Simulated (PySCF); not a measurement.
## Aluminium: a sound run and one with changed settings

Sound run: Al⁺ [Ne] 3s2, Al²⁺ [Ne] 3s1. All numbers are calculated (PySCF 2.14, the spin-free X2C one-electron Hamiltonian (Gaussian nucleus), in x2c-SVPall (4s3p1d, 18 functions)). The sound run starts from symmetry-adapted Hartree-Fock orbitals and uses a fine grid where one is needed.

Changed run: radial step 0.3 in ln r (0.13 in the sound run). This setting is unsound on purpose.

```tsv
species	method	sound run (hartree)	changed run (hartree)	converged
Al⁺	UHF	-242.01507	-242.01507	yes
Al⁺	BP86	-242.50911	-242.50927	yes
Al⁺	LDA	-241.42906	-241.42914	yes
Al²⁺	UHF	-241.37161	-241.37161	yes
Al²⁺	BP86	-241.81505	-241.81517	yes
Al²⁺	LDA	-240.73360	-240.73365	yes
```

Ionisation energy of Al⁺:

```json
{"method": "UHF", "sound run (eV)": "17.510", "changed run (eV)": "17.510"}
{"method": "BP86", "sound run (eV)": "18.886", "changed run (eV)": "18.887"}
{"method": "LDA", "sound run (eV)": "18.924", "changed run (eV)": "18.925"}
```

A coarse radial grid mis-integrates the density and the exchange-correlation energy, with errors of either sign; Hartree-Fock needs no grid.

For comparison, NIST gives 18.829 eV between the lowest levels.
